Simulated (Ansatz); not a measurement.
Reaction (atomization): `C[O][Zn][F]` → C• + F• + 3 H• + O• + Zn (atom)

Computed with Ansatz on PBE0-D4/def2-TZVP structures; ΔE is electronic, products minus reactants. CCSD(T)/CBS is the MP2 limit (def2-TZVPP, def2-QZVPP) plus CCSD(T) − MP2 in def2-TZVPP, frozen cores. This one scheme is used for every species, atoms too. Open shells (•) are unrestricted, without spin–orbit coupling. Spin–orbit coupling would lower the free atoms: a little for C, F, O. Bonds to Zn are less sure, by a few kJ/mol each and by 10 to 20 or more in all where they break to atoms, as the def2 sets lack core-valence functions. Scalar relativity is left out up to krypton. Each species was taken in one conformer, which may not be the lowest.

```csv
species,CCSD/def2-SVP energy (Eh)
`C[O][Zn][F]`,-1992.14194
C•,-37.71440
F•,-99.43380
H•,-0.49928
O•,-74.83664
Zn (atom),-1777.83769
```

Work out ΔE.

ΔE = 3 × (-0.49928) + (-37.71440) + (-99.43380) + (-74.83664) + (-1777.83769) − (-1992.14194) = 0.82157 Eh = +22.36 eV. CCSD(T)/CBS gives +24.16 eV.

Largest T1 diagnostic among the species: 0.017.

In def2-TZVPP, CCSD(T) changes the Hartree–Fock value by +6.70 eV (the triples alone add +0.40 eV) and MP2 by +7.55 eV; breaking electron pairs costs correlation energy, which Hartree–Fock lacks. Leaving LDA and LC-ωPBE aside and taking each functional with its dispersion term where it has one, the values, not all of them listed here, spread over 1.78 eV, from BHLYP-D4 to PBE-D4. LDA lies +3.62 eV from PBE without D4, its usual overbinding.

For atomizations the MP2-based limit and the directly extrapolated one differ by several kJ/mol either way, and by 10 to 25 for some Ge, Se and Sn compounds, so smaller differences from it don't rank the levels.
